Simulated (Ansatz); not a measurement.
The same molecule with X = O, S, Se. Ansatz, PBE0-D4/def2-TZVP geometries, multiplicity 1.

Scalar relativity is left out up to krypton.

```tsv
X	molecule	mean X–Al bond length / Å	mean X–Si bond length / Å	HOMO–LUMO gap (PBE0/def2-TZVPP) / eV	HOMO energy (B3LYP/def2-TZVPP) / eV	HOMO–LUMO gap (B3LYP/def2-TZVPP) / eV
S	`[AlH2][S][SiH3]`	2.180	2.141	6.19	-7.53	5.76
Se	`[AlH2][Se][SiH3]`	2.311	2.284	5.76	-7.14	5.33
```

**Question.** Give the row for X = O, `[AlH2][O][SiH3]`. (An estimate is asked.)

**Answer.** Computed: 
```
X           molecule  mean X–Al bond length / Å  mean X–Si bond length / Å  HOMO–LUMO gap (PBE0/def2-TZVPP) / eV  HOMO energy (B3LYP/def2-TZVPP) / eV  HOMO–LUMO gap (B3LYP/def2-TZVPP) / eV
O  `[AlH2][O][SiH3]`                      1.682                      1.623                                  7.06                                -8.05                                   6.64
```

From O to Se the mean X–Al bond length rises at each step, by 0.629 Å in all; the mean X–Si bond length rises at each step, by 0.661 Å in all; the HOMO–LUMO gap (PBE0/def2-TZVPP) falls at each step, by 1.30 eV in all; the HOMO energy (B3LYP/def2-TZVPP) rises at each step, by 0.91 eV in all; the HOMO–LUMO gap (B3LYP/def2-TZVPP) falls at each step, by 1.31 eV in all. Bonds lengthen as the atom grows down the group.

B3LYP here is the variant with VWN-RPA as its local correlation; programs differ in this.

Spin–orbit coupling is left out; it splits and shifts lone-pair levels of the heavy atoms by tenths of an eV.
